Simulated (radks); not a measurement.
Results of a calculation; reference values are marked as such.
Ionisation of the titanium ion Ti2+, [Ar] 3d2, to Ti3+, [Ar] 3d1, under several functionals. Dirac Kohn-Sham, spin-unpolarised, spherical densities, finite nucleus; open shells fill j = l - 1/2 first; a radial shooting solver on a logarithmic mesh with Libxc functionals.

functional                                        E(Ti2+) (hartree)  Exc (hartree)  IE (eV)  -e(HOMO) (eV)  <r> HOMO (bohr)  IE error (eV)
OLYP                                                     -853.16685      -42.01329   27.042         19.710            1.434         -0.449
Wu-Cohen GGA                                             -852.45027      -41.25612   26.955         19.659            1.424         -0.537
B86b exchange with PBE correlation                       -853.04237      -41.85744   26.993         19.716            1.430         -0.499
revPBE                                                   -852.93903      -41.75330   26.884         19.601            1.432         -0.608
BP86                                                     -853.13637      -41.95527   26.996         19.733            1.422         -0.496
LDA (Slater exchange, Perdew-Zunger correlation)         -850.94675      -39.70944   27.213         19.943            1.426         -0.278
exchange-only B88                                        -852.17214      -40.96386   25.886         18.695            1.451         -1.606

NIST Atomic Spectra Database: 27.492 eV (measured). Closest: LDA (Slater exchange, Perdew-Zunger correlation). The Delta-SCF values span 1.33 eV, the total energies 2.22 hartree. The highest occupied level is 3d3/2. Spin polarisation and multiplet splitting are left out, so open shells lie too high by an amount that depends on their filling.

Beside tabulated values, note that spin-unpolarised runs miss the spin-polarisation part of the exchange energy of open shells.
